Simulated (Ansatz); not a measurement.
Mulliken charges of Cl3H3O2Si2 (`O[Si](O)(Cl)[SiH](Cl)Cl`) from PBE/def2-TZVPP in Ansatz (PBE0-D4/def2-TZVP geometry).

```tsv
atom	x (Å)	y (Å)	z (Å)	charge (e)
O1	-0.826	-0.279	1.830	-0.333
Si2	-0.710	-0.076	0.225	0.537
O3	-1.479	1.304	-0.189	-0.319
Cl4	-1.562	-1.630	-0.820	-0.214
Si5	1.563	-0.035	-0.307	0.372
Cl6	2.387	-1.888	-0.051	-0.187
Cl7	1.674	0.502	-2.288	-0.205
H8	-1.691	-0.254	2.246	0.196
H9	-1.732	1.421	-1.107	0.200
H10	2.375	0.934	0.461	-0.048
```

Q: By hand: the dipole of these point charges (1 e Å = 4.8032 D).

A: Σ q r = (-0.300, 0.412, 0.308) e Å, of length 0.595 e Å = 2.86 D.

Q: How does the dipole of the full density compare? (Estimate.)

A: Ansatz gave: (-0.355, 0.249, 0.103) e Å, 2.14 D; the point charges give 1.34 times that, at 25° from its direction.

Point charges leave out the atoms' own dipoles, such as those of lone pairs, and Mulliken's split depends on the basis, so the two needn't agree.
